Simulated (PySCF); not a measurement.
**Static response to an electric field**

C₅H₆ClPS.
Numbering: `[CH3:1][CH2:2][c:3]1[cH:4][s:5][c:6]([Cl:7])[p:8]1` (hydrogens: H9, H10, H11 on C1; H12, H13 on C2; H14 on C4)

Geometry (GFN2-xTB, Å), atoms numbered from 1 in this order:
```xyz
14
C5H6ClPS angstrom
C     -1.943   -0.564    0.501
C     -1.205    0.255   -0.556
C      0.276    0.207   -0.321
C      0.981    1.276    0.113
S      2.667    1.080    0.385
C      2.659   -0.589   -0.076
Cl     4.151   -1.436   -0.022
P      1.181   -1.312   -0.561
H     -1.600   -1.597    0.478
H     -1.756   -0.161    1.493
H     -3.014   -0.548    0.312
H     -1.426   -0.155   -1.544
H     -1.547    1.291   -0.530
H      0.574    2.253    0.304
```

Level: PBE0/def2-SVPD (PySCF), static field, nuclei fixed, core orbitals frozen in the response. The polarisability tensor in these axes (au):

```
x   150.29  -3.48   7.13
y    -3.48 116.36   9.17
z     7.13   9.17  81.05
```

Q: Diagonalise the tensor; give its mean and Δα, where Δα² is half the sum of the squared differences of the eigenvalues.

A: Principal values 77.98, 118.51 and 151.21 au; mean 115.90 au = 17.17 Å³ = 19.11 × 10⁻⁴⁰ C²·m²/J; Δα = 63.54 au (55 % of the mean).

Q: What is the dipole moment, and where does it point?

A: (-1.91, 1.70, 0.22) D, 2.57 D in size, pointing from the negative to the positive side. Measured along this direction, the outermost atoms are Cl7 at the negative end and H13 and H11 at the positive end.

Q: In TDDFT the mean static polarisability is Σ f/ω² over all singlet excitations (ω in hartree). How much of it do the 6 lowest give? Their energies (eV) and oscillator strengths: 4.58, 0.0973; 4.82, 0.0883; 5.19, 0.0060; 5.28, 0.0007; 5.66, 0.0005; 5.87, 0.0011.

A: They add up to 6.46 au, 5.6 % of the 115.90 au; the largest single term is 3.43 au, from the state at 4.58 eV. Terms in order: 3.43, 2.81, 0.16, 0.02, 0.01, 0.02 au. Higher excitations give the rest. The strengths listed sum to 0.194.

Q: What would n − 1 = 2πNα be for an ideal gas of these molecules at 500 K and 1 atm, electronic part alone?

A: N = p/kT = 1.4678 × 10¹⁹ cm⁻³, so n − 1 = 2π × N × 17.17 × 10⁻²⁴ cm³ = 1584 × 10⁻⁶ at long wavelengths, for an ideal gas.

Q: Directions of the eigenvectors, and the extent of the frame along each?

A: Largest value along (0.99, -0.08, 0.09), where the nuclei span 7.15 Å; middle along (0.05, 0.97, 0.25), 3.79 Å; least along (-0.11, -0.24, 0.96), 2.97 Å. The response follows the extents in order.

Isolated species at its GFN2-xTB geometry (one conformer only).

The run behind these numbers computed excited states as well. Time: 34 s; peak memory 0.90 GiB. Hardware: one thread of an Arm Neoverse V2, shared host with 96 logical CPUs at a one-minute load of 24.
